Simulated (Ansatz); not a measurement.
CH₄AlClGe, 8 atoms. The species carries charge 0 and has multiplicity 1. Correlated methods include outer-core shells of Ge, which these sets cover unevenly. Scalar relativity is left out up to krypton. The bonds changed during the relaxation, so this is another structure than the one it started from. All runs use 4 threads of a server CPU on a shared host. Correlated methods freeze the cores.

(1) How many basis functions does each run have, and how long does it take in Ansatz? RKS PBE-QIDH (frozen core)/def2-TZVPP energy; RHF-CCSD(T)/def2-SVP energy; RKS PBE0-D4/def2-SVP energy; RKS ωB97M-V/def2-QZVPP energy; RKS B2PLYP (frozen core)/def2-TZVPP energy; RKS PBE0-D4/def2-QZVPP energy; RKS ωB97M-V/def2-SVP energy; direct RPA on PBE orbitals/def2-TZVPP energy; RHF-MP2/def2-QZVPP energy; RHF-CCSD(T)/def2-TZVPP energy; RKS PBE0-D4/def2-TZVP frequencies; RKS PBE0-D4/def2-TZVP relaxation (6 steps). (Best estimate.)

## Answers

(1) Computed: Other jobs shared the machine, so times are rough.

| level | job | functions | wall time | peak host memory (GiB) |
| --- | --- | --- | --- | --- |
| RKS PBE0-D4/def2-SVP | energy | 102 | 0.8 s | 0.26 |
| RHF-CCSD(T)/def2-SVP | energy | 102 | 2 s | 0.42 |
| RKS B2PLYP (frozen core)/def2-TZVPP | energy | 219 | 2.9 s | 0.61 |
| RKS ωB97M-V/def2-SVP | energy | 102 | 2.9 s | 0.37 |
| direct RPA on PBE orbitals/def2-TZVPP | energy | 219 | 3 s | 0.51 |
| RKS PBE-QIDH (frozen core)/def2-TZVPP | energy | 219 | 3.1 s | 0.61 |
| RKS PBE0-D4/def2-QZVPP | energy | 406 | 6.5 s | 1.7 |
| RHF-MP2/def2-QZVPP | energy | 406 | 12 s | 2.2 |
| RKS PBE0-D4/def2-TZVP | relaxation (6 steps) | 177 | 12 s | 0.57 |
| RKS ωB97M-V/def2-QZVPP | energy | 406 | 15 s | 2 |
| RHF-CCSD(T)/def2-TZVPP | energy | 219 | 27 s | 3.3 |
| RKS PBE0-D4/def2-TZVP | frequencies | 177 | 79 s | 0.58 |
